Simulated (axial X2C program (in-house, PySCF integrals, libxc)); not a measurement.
The numbers below are computed, except where a source is named.
TcC: input and output

Program: an in-house all-electron X2C program for linear molecules (integrals from PySCF).

Input file and command:
```json
{"zs": [43, 6], "q": 0, "bas": ["dyall-cv3z", "dyall-v3z"], "levels": ["PBE0", "HF", "PW91"], "cc": true, "r0": 1.87, "thr": -2.0, "nmax": 90, "npts": 10, "nst": 2, "ntry": 6}
```
```bash
python so2c.py task.json out
```

Keys: zs atomic numbers; q charge; bas basis sets; levels methods; cc coupled cluster on or off; r0 starting distance in Å; thr threshold in hartree for freezing inner shells (an s shell follows its p shell); nmax most natural virtual spinors; npts points on the curve; nst determinants followed; ntry starts of the search. HF also brings MP2.

Output of the HF step, with spin–orbit coupling, at R = 1.641 Å for the state Ω = 3/2. It starts from PBE0 orbitals of this distance.

```
two-component X2C + atomic mean field  HF
basis functions 192  fitting functions 927  grid points 5075
iter        total energy     max residual
   1      -4319.091756258     3.22e-01
   2      -4319.118676888     1.11e-02
   3      -4319.123611736     1.45e-02
   4      -4319.126468218     1.07e-02
   5      -4319.130220545     8.81e-03
   6      -4319.134683113     7.98e-03
   7      -4319.144849187     2.81e-03
   8      -4319.145821589     2.45e-03
   9      -4319.146297350     1.71e-03
  10      -4319.146741220     1.06e-03
  11      -4319.146880383     1.04e-03
  12      -4319.147009036     7.79e-04
  13      -4319.147049372     2.72e-04
  14      -4319.147054272     7.81e-05
  15      -4319.147054789     4.21e-05
  16      -4319.147054954     2.57e-05
  17      -4319.147055006     1.99e-05
  18      -4319.147055048     1.47e-05
  19      -4319.147055082     9.50e-06
  20      -4319.147055098     4.42e-06
  21      -4319.147055102     1.55e-06
  22      -4319.147055102     5.55e-07
converged
one-electron -6118.11491980  Coulomb 1850.46784859  exact exchange -132.63253781  xc functional 0.00000000  nuclear repulsion 83.19787960  atomic mean-field constant -2.06532568
correlated 11  virtual 253  natural virtual 90  E(MP2) -0.314229036  MP2 remainder -0.015359771
iter   CCSD correlation   residual
   1     -0.288489488   1.98e-01
   2     -0.305373849   1.16e-01
   3     -0.324187328   7.60e-02
   4     -0.331585738   3.36e-02
   5     -0.332975557   1.21e-02
   6     -0.333218955   6.18e-03
   7     -0.333344754   3.19e-03
   8     -0.333327900   1.45e-03
   9     -0.333322468   5.58e-04
  10     -0.333331282   1.72e-04
  11     -0.333328993   6.71e-05
  12     -0.333330686   2.82e-05
  13     -0.333329704   1.31e-05
  14     -0.333329392   6.65e-06
  15     -0.333329032   3.79e-06
  16     -0.333328764   2.01e-06
  17     -0.333328671   1.02e-06
  18     -0.333328621   5.58e-07
  19     -0.333328593   2.69e-07
  20     -0.333328596   1.36e-07
(T) -0.020891420  T1 0.1319  D1 0.1971  max T2 0.076
```
Energies are in hartree; totals compare only within one Hamiltonian and basis. T1 is large, a sign of multireference character or of a spin-contaminated reference. T1 in the output is the amplitude norm over the root of the electron number; divide by √2 for the Lee–Taylor value. The determinant is spin-polarised beyond a pure state at some levels (its spin-free form has ⟨S²⟩ too high), which makes Re and μ there less reliable.
